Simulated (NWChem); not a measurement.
MgBr2; SMILES [Mg]([Br])[Br]

```xyz
3

Mg     0.0000     0.0000     0.1566
Br     2.3414     0.0000     0.1565
Br    -2.3414     0.0000     0.1565
```
Atoms are numbered in this order, from 1.

Coordinates come from a PBE0/def2-SVP optimisation.

Problem. List the 4 lowest vertical singlet excitations from B3LYP/def2-SVPD, TDA (NWChem).

Solution. 
```csv
state,energy (eV),oscillator strength,leading excitation (squared amplitude)
S1,4.97,0.000,HOMO → LUMO (1.00)
S2,4.97,0.000,HOMO−1 → LUMO (1.00)
S3,5.18,0.069,HOMO−2 → LUMO (1.00)
S4,5.18,0.069,HOMO−3 → LUMO (1.00)
```
